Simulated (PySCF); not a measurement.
C2H10Ge2Se.
Z-matrix (Å and degrees, PBE0-D3(BJ)/def2-SVP geometry), rows numbered from 1:
```
C 
C   1  1.5212
Ge  2  1.9594  1  113.86
Se  3  2.3671  2  110.77  1   -52.97
Ge  4  2.3533  3   95.67  2   -55.92
H   1  1.1014  2  111.41  3   178.85
H   1  1.1014  2  111.64  3   -61.00
H   1  1.1013  2  111.23  3    58.56
H   2  1.1035  1  111.54  3   120.46
H   2  1.1027  1  111.12  3  -121.26
H   3  1.5427  2  110.82  1  -174.28
H   3  1.5412  2  111.64  1    62.52
H   5  1.5365  4  106.53  3  -167.17
H   5  1.5411  4  110.79  3    73.40
H   5  1.5407  4  109.92  3   -47.32
```

Lines to be assigned: C 1s: 290.32 (area 1), 290.64 (area 1) eV.

Method used: delta-SCF UKS SCAN, pcX-2 on the ionised atom, pcseg-1 elsewhere, spin-free X2C in PySCF. One conformer (not necessarily the lowest) at the PBE0-D3(BJ)/def2-SVP geometry, without solvent, vibrations or thermal averaging.

Q: Order the carbon atoms by C 1s binding energy.

A: 290.32 eV: C2 (sp3 carbon bound to germanium); 290.64 eV: C1 (methyl carbon). Lowest listed C 1s: C2, bonded to C, 2 H and Ge. Highest, 0.32 eV above it: C1, bonded to C and 3 H. Summing the Pauling electronegativity differences to the bonded atoms, each weighted by its formal bond order, gives -1.24 for the lowest site and -1.05 for the highest.

Bonded neighbours of each site: C1: C and 3 H; C2: C, 2 H and Ge.

Q: Which photon energy gives electrons from C 1s of C2 a kinetic energy of 200 eV, and what is their de Broglie wavelength?

A: hν = 290.32 + 200 = 490.32 eV, recoil neglected; λ = 12.264 Å/√(E/eV) = 0.87 Å.

No level of germanium or selenium is listed.

The run took 30 s of wall time on Arm Neoverse V1, one thread, on a shared host.
